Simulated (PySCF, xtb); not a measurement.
C4H2ClF, SMILES C#C/C(Cl)=C\F.

Harmonic wavenumbers (cm⁻¹) from xtb with GFN2-xTB at its own minimum, in rising order: 116, 214, 223, 255, 389, 458, 495, 651, 660, 753, 776, 1008, 1125, 1253, 1654, 2247, 3102, 3395.

Q: What does PySCF with PBE-D3(BJ)/def2-SVP give at its own minimum? (The exact figures need the calculation; the answer reports its results.)

A: 131, 234, 241, 274, 416, 489, 566, 606, 678, 760, 802, 1027, 1187, 1302, 1645, 2150, 3146, 3406. Paired by order, the mean absolute difference is 33 cm⁻¹ and the zero-point energies are 26.8 and 27.2 kcal/mol.
